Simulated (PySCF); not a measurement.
How methods differ on the ionisation energy of Ni(12+)

Ni(12+) [Ne] 3s2 3p4 (3P) → Ni(13+) [Ne] 3s2 3p3 (4S), as a difference of total energies. Computed with PySCF 2.14 in an even-tempered Gaussian basis (17 s from 0.59 bohr⁻², ratio 2.5; 12 p from 0.76 bohr⁻², ratio 2.5; 5 d from 5.6 bohr⁻², ratio 2.7; 4 f from 8.4 bohr⁻², ratio 2.7), with the non-relativistic Hamiltonian (point nucleus). Correlated levels: outer shells: 1s2 frozen; virtual orbitals above 40 to 60 times the deepest correlated orbital energy dropped. The calculations carry no spin-orbit coupling.

```
                method  ionisation energy (eV)
                   UHF                  381.28
                   LDA                  383.40
                   PBE                  383.35
                  PBE0                  383.27
                r2SCAN                  383.16
               r2SCANh                  383.13
                M06-2X                  383.35
    MP2 (outer shells)                  382.21
SCS-MP2 (outer shells)                  382.25
```

**Question.** How much does correlation contribute at MP2 (outer shells)?

**Answer.** 382.21 − (381.28) = 0.93 eV, measured against UHF.

A first-order spin-orbit estimate (lowest level to lowest level, LS coupling) adds 0.931 eV.

These non-relativistic numbers lack the scalar-relativistic shift.

For comparison: 384.5 ± 0.5 eV (semi-empirical (NIST evaluation); NIST Atomic Spectra Database, ionization energies).
